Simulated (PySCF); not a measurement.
Compound: C5H8F5O (charge +1).
Cartesian coordinates in Å at the GFN2-xTB level; atoms count from 1:
```
atom  x, y, z in Å
C1    -0.0522   -1.2102   -1.0935
O2     0.1848   -0.4398    0.1207
C3     0.8571    0.8374   -0.1363
C4     2.3744    0.5966   -0.0194
F5     2.7854   -0.2412   -0.9876
F6     2.6211   -0.0014    1.1582
C7    -0.9350   -0.3876    1.0241
C8    -2.1847    0.3550    0.4913
F9    -1.8490    1.5546    0.0003
F10   -3.0504    0.5230    1.4716
F11   -2.7710   -0.3212   -0.4940
H12   -0.7241   -0.6970   -1.7828
H13    0.9134   -1.3824   -1.5699
H14   -0.4755   -2.1728   -0.8086
H15    0.6045    1.2227   -1.1287
H16    0.5678    1.5642    0.6252
H17    2.9524    1.5310   -0.0863
H18   -1.2235   -1.4195    1.2581
H19   -0.6053    0.0979    1.9502
```

Structure optimised with GFN2-xTB, isolated species.

Masses are those of the commonest isotopes; rigid-rotor values at the optimised geometry. The values belong to one conformer with, in the numbering `[CH3:1][O+:2]([CH2:3][CH:4]([F:5])[F:6])[CH2:7][C:8]([F:9])([F:10])[F:11]`, C1–O2–C3–C4 -92°, O2–C3–C4–F5 65°, C1–O2–C7–C8 -65°.

(1) What are A, B and C (MHz)?

(2) Classify the top.

(3) Is it planar, by Δ = Ic − Ia − Ib?

(4) List the rotational levels J(Ka,Kc) to J = 5 (MHz).

(5) Estimate the classical rotational partition function at 10 K, 50 K and 200 K.

## Answers

(1) Ia = 221.30, Ib = 908.98, Ic = 967.65 u·Å²; 505379 MHz·u·Å²/I gives A = 2284, B = 556.0, C = 522.3 MHz.

(2) A near-prolate asymmetric top; Ray's κ = -0.962.

(3) Not planar: Δ = Ic − Ia − Ib = -162.63 u·Å². For a rigid frame Δ = −2 Σ m c², so Σ m c² = 81.31 u·Å² lies off the ab plane: 11.94 from hydrogen and 69.37 from heavier atoms. The atom farthest from that plane is 1.90 Å away.

(4) Above 0(0,0):
J = 1: 1(0,1) 1078, 1(1,1) 2806, 1(1,0) 2840
J = 2: 2(0,2) 3234, 2(1,2) 4929, 2(1,1) 5030, 2(2,1) 10213, 2(2,0) 10213
J = 3: 3(0,3) 6467, 3(1,3) 8113, 3(1,2) 8315, 3(2,2) 13448, 3(2,1) 13450, 3(3,1) 22171, 3(3,0) 22171
J = 4: 4(0,4) 10775, 4(1,4) 12357, 4(1,3) 12694, 4(2,3) 17760, 4(2,2) 17768, 4(3,2) 26485, 4(3,1) 26485, 4(4,1) 38696, 4(4,0) 38696
J = 5: 5(0,5) 16157, 5(1,5) 17662, 5(1,4) 18168, 5(2,4) 23151, 5(2,3) 23168, 5(3,3) 31878, 5(3,2) 31878, 5(4,2) 44088, 5(4,1) 44088, 5(5,1) 59788, 5(5,0) 59788
Those of J = 1 are B + C, A + C and A + B.

(5) Point group C1, symmetry number σ = 1; q = (√π/σ)·√((kT/h)³/(ABC)), k/h = 20836.6 MHz/K: 6550 at 10 K, 73200 at 50 K, 586000 at 200 K.

No GFN2-xTB frequencies stand behind this structure, so it isn't proved a minimum. No vibrational averaging or centrifugal distortion is included, and the geometry carries the error of its method.

The numbers are calculated, not measured.
